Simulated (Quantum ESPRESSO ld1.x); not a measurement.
Species: Bi43+. Configuration: [Kr] 4d4. Method: scalar-relativistic Kohn-Sham, LDA (Slater exchange, VWN5 correlation), spin-polarised, spherical densities, point nucleus; open shells are filled with parallel spins first; computed with ld1.x of Quantum ESPRESSO 7.5.

Radial electron density D(r) = 4 pi r^2 rho(r):

r (bohr),D(r) (e/bohr),spin D(r)
0.001147,16.00,-0.000330
0.001303,19.11,-0.000392
0.001481,22.73,-0.000464
0.001684,26.92,-0.000547
0.001913,31.75,-0.000641
0.002175,37.24,-0.000747
0.002472,43.41,-0.000864
0.002809,50.27,-0.000992
0.003193,57.76,-0.00113
0.003629,65.79,-0.00127
0.004124,74.21,-0.00141
0.004688,82.77,-0.00155
0.005328,91.17,-0.00167
0.006055,99.03,-0.00175
0.006882,105.9,-0.00178
0.007822,111.4,-0.00172
0.00889,115.0,-0.00148
0.0101,116.5,-0.000944
0.01148,115.9,0.000168
0.01305,113.5,0.00236
0.01483,109.8,0.00657
0.01686,106.1,0.0146
0.01916,103.7,0.0294
0.02178,104.1,0.0566
0.02475,108.4,0.105
0.02813,116.8,0.188
0.03197,128.6,0.328
0.03634,141.4,0.553
0.0413,152.1,0.900
0.04694,157.4,1.41
0.05335,155.1,2.11
0.06064,146.0,3.00
0.06892,133.4,4.02
0.07833,122.9,5.04
0.08902,119.7,5.78
0.1012,125.2,5.97
0.115,135.5,5.32
0.1307,142.3,3.81
0.1485,137.5,1.85
0.1688,118.8,0.272
0.1919,91.95,0.159
0.2181,67.62,2.24
0.2479,54.10,6.29
0.2817,51.49,10.9
0.3202,52.48,14.2
0.3639,48.91,14.5
0.4136,38.24,12.0
0.4701,24.18,8.00
0.5343,12.09,4.25
0.6072,4.690,1.77
0.6902,1.377,0.562
0.7844,0.2977,0.133
0.8915,0.04584,0.0225
1.013,0.004837,0.00262
1.152,0.0003343,0.000200

D(r) has 4 maxima, at r = 0.0103, 0.0481, 0.134, 0.318 bohr, and minima at 0.0201, 0.0876, 0.275 bohr, inside which lie 1.86, 10.98, 29.45 electrons.
